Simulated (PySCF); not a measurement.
Species: C₃H₁₁FPSi₂ (doublet state).
Z-matrix (Å and degrees, GFN2-xTB geometry), rows numbered from 1:
```
C 
C   1  1.5222
C   2  1.5262  1  112.13
Si  3  1.8987  2  113.98  1   -61.28
F   4  1.6271  3  106.02  2  -154.44
P   4  2.2284  3  110.72  2    88.83
Si  6  2.2264  4  100.84  3   176.96
H   1  1.0876  2  110.38  3   -55.27
H   1  1.0891  2  110.69  3    64.30
H   1  1.0877  2  110.74  3  -175.41
H   2  1.0934  1  109.11  3   121.11
H   2  1.0924  1  109.42  3  -121.64
H   3  1.0915  2  109.02  1   177.45
H   3  1.0924  2  108.78  1    61.52
H   4  1.4620  3  112.92  2   -44.98
H   7  1.4621  6  106.30  4  -147.42
H   7  1.4666  6  107.72  4    95.01
H   7  1.4615  6  113.89  4   -25.94
```

The hyperfine couplings belong to this conformer and change with its torsions.

Identity: `CCC[Si@H](F)[P][SiH3]` [radical].

Method: UKS B3LYP, pcH-1 on C F H P Si, non-relativistic, mean-field spin-orbit, GIAO in PySCF 2.14.0. Isolated species at its GFN2-xTB geometry (one conformer only). The geometry wasn't refined by DFT: couplings that depend on bond lengths, twists or pyramidal angles can differ widely from those at the functional's own minimum, by a factor of two or more for some ions and for spin on atoms past the first row. No stability test was run, so a lower SCF solution isn't excluded.

(1) What is the g tensor, term by term?

(2) What effective moment and Curie constant follow for a powder?

(3) At 9.343 GHz, how far is the centre of the isotropic spectrum from where a free electron (g = 2.002319) resonates?

(4) What are the electron Larmor frequencies g μB B/h along the three axes at 340 mT?

(5) In a frozen sample, at which fields do the three g values resonate at 9.5, 34, 94 and 263 GHz (hyperfine left aside), and which band first spreads them over more than twice a line width of 0.3 mT?

Results:

(1) 
```
                    Δg (ppt)      1      2      3
relativistic mass correction  -0.15  -0.15  -0.15
            gauge correction  -0.01   0.04   0.04
   orbital Zeeman/spin–orbit  -0.03   9.73  24.57
                       total  -0.19   9.61  24.45
```

So g = 2.00213, 2.01193, 2.02677 and g_iso = 2.01361; the tensor is rhombic: the two nearest values differ by 40 % of g3 − g1. 

(2) With the mean of g² = 4.0547 and S(S+1) = 0.75: μ_eff = √(⟨g²⟩S(S+1)) = 1.744 μB and χT = 0.12505·⟨g²⟩·S(S+1) = 0.380 cm³ K/mol (cgs; spin-Hamiltonian part alone).

(3) B = hν/(g μB) with μB/h = 13.99624 MHz/mT gives 333.38 mT for the free electron and 331.51 mT at g_iso, 1.87 mT lower.

(4) 9.5276, 9.5742, 9.6448 GHz for g1, g2 and g3, a range of 117.3 MHz.

(5) 
| band | GHz | B(g3) mT | B(g2) mT | B(g1) mT | spread mT |
| --- | --- | --- | --- | --- | --- |
| X | 9.5 | 334.89 | 337.36 | 339.02 | 4.12 |
| Q | 34.0 | 1198.57 | 1207.41 | 1213.32 | 14.75 |
| W | 94.0 | 3313.69 | 3338.12 | 3354.47 | 40.78 |
| J | 263.0 | 9271.28 | 9339.65 | 9385.39 | 114.11 |

The spread grows in proportion to the frequency. X band is the first where it exceeds 0.6 mT.

The largest Mulliken spin population is on P6 (+0.96).

The HOMO–LUMO gaps are 7.08 eV among the α and 3.17 eV among the β orbitals.

The run took 3.4 min of wall time (with the writing of density and orbital grids) on an Arm Neoverse N1 with one thread, shared host with 32 logical CPUs at a one-minute load of 18, and the process peaked at 1.1 GiB of memory.
